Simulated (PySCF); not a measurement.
**Bond length, frequency and bond energy of CoCl⁺ by level of theory**

State: ⁴Δ (quartet), unpaired electrons π ↑↑, δ ↑. Set-up: basis Co def2-TZVPPD, Cl def2-TZVPPD; no relativity; PySCF 2.14. De refers to Co⁺ (3d8) + Cl in their high-spin ground configurations, without counterpoise correction. The functionals are run spin-unrestricted. A positive dipole points towards Cl; it is taken about the centre of mass and depends on that origin.

| Level | Re (Å) | ωe (cm⁻¹) | De (eV) | μ (D) | CPU s a point (SCF and correlation, without the integrals) |
| --- | --- | --- | --- | --- | --- |
| UHF | 2.124 | 465 | n/a | -7.82 | 4.2 |
| UHF-MP2 | 2.046 | 477 | n/a | n/a | 7.6 |
| UHF-SCS-MP2 | 2.064 | 472 | n/a | n/a | n/a |
| PBE | 2.033 | 460 | n/a | -3.87 | 5.2 |
| PW91 | 2.032 | 461 | n/a | -3.85 | 4.1 |
| BLYP | 2.054 | 444 | n/a | -3.80 | 4.5 |
| r²SCAN | 2.025 | 479 | n/a | -4.57 | 8.5 |
| TPSSh | 2.035 | 474 | n/a | -4.73 | 8.7 |
| PBE0 | 2.032 | 486 | n/a | -5.11 | 13 |
| M06 | 2.021 | 499 | n/a | -4.59 | 7.5 |
| HSE06 | 2.031 | 486 | n/a | -5.05 | 13 |
| B2PLYP | 2.031 | 486 | n/a | -6.19 | 7.4 |

Problem. What does a quarter of exact exchange do here, going from PBE to PBE0?

Solution. PBE0 less PBE: -0.1 pm in Re, +5.7 % in ωe. Exact exchange removes part of the self-interaction that spreads semilocal densities, and in most molecules shortens and stiffens the bond and lowers De; so it does here.

Problem. What does the step from GGA to meta-GGA do here, going from PBE to r²SCAN?

Solution. r²SCAN less PBE: -0.8 pm in Re, +4.1 % in ωe. 

Problem. What does second-order correlation do here, going from UHF to UHF-MP2?

Solution. UHF-MP2 less UHF: -7.8 pm in Re, +2.6 % in ωe. Correlation nearly always deepens the well. The bond shortens, as in weak, metallic or heavy-atom bonds, where dispersion and the correlation of outer-core electrons pull the atoms together.

Correlated steps freeze 10 core orbitals. De is left out where the level can put another filling of the metal’s s and d shells below the measured ground configuration, by anything from nothing to about 1 eV. B2PLYP dipoles, levels and charges come from its SCF part alone. The state is the lowest single determinant that the PBE0 search found; with open d or f shells the true ground state can be another one.

The whole job (state search and all levels along the bond) took about 14 min on 2 threads of Arm Neoverse V1 (shared host), peak memory 5.9 GiB.
